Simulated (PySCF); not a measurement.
C2H5BO3, SMILES B(O)(C)C(=O)O. Coordinates come from a B3LYP-D3(BJ)/def2-SVP optimisation. This is a generated structure with no PubChem entry under its InChIKey; it may be hypothetical. Other conformers were not sampled.

Problem. Give the equilibrium geometry at B3LYP-D3(BJ)/def2-SVP (PySCF confirms it by a frequency run) as Cartesian coordinates in Å, and its point group. (The exact figures need the calculation; the answer reports its results.)

Solution. One answer among several that fit: point group Cs.
```xyz
11

C      1.0612    -1.7781     0.0000
B     -0.1399    -0.7825     0.0000
O     -1.4261    -1.1749     0.0000
C      0.0120     0.8349     0.0000
O     -0.9696     1.5538     0.0000
O      1.2600     1.3303     0.0000
H      0.7483    -2.8323     0.0000
H      1.7056    -1.5931    -0.8777
H      1.7056    -1.5931     0.8777
H     -2.0007    -0.3861     0.0000
H      1.1873     2.3032     0.0000
```
Charge 0, spin multiplicity 1.
